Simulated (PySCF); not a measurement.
Delta-SCF ions had no search for a lower state. Excitations are Tamm–Dancoff values on a coarser integration grid. The basis has no diffuse functions, so Rydberg states are missing or too high.

Z-matrix (Å, degrees):
```
C
C 1 1.3868
H 1 1.0916 2 119.06
H 2 1.0918 1 120.13 3 0.35
C 2 1.3978 4 119.72 1 -179.58
C 5 1.3932 2 119.76 4 179.38
C 6 1.3907 5 119.78 2 0.19
H 6 1.0914 7 120.36 1 179.51
H 7 1.0930 6 119.50 8 -0.24
C 7 1.4026 9 119.16 6 -179.79
C 10 1.4680 7 119.02 9 -0.10
C 11 1.3380 10 127.08 7 178.93
H 12 1.0921 11 120.79 10 179.96
H 12 1.0933 13 116.63 11 179.99
H 11 1.0958 12 118.27 13 -0.11
C 5 1.5019 6 120.43 8 2.71
F 16 1.3361 5 111.88 6 -25.64
F 16 1.3370 17 107.64 5 123.02
F 16 1.3393 17 107.02 18 114.54
```
Charge 0, multiplicity 1.

Task: Predict the S1–T1 gap (TDA), vertical ionisation energy (Delta-SCF), total energy, S1 excitation (TDA) and S1 oscillator strength from PBE0-D3(BJ)/def2-TZVP // PBE0-D3(BJ)/def2-SVP (PySCF).

Result: 
S1–T1 gap (TDA): 1.82 eV
vertical ionisation energy (Delta-SCF): 8.70 eV
total energy: -17585.97 eV
S1 excitation (TDA): 4.90 eV
S1 oscillator strength: 0.031
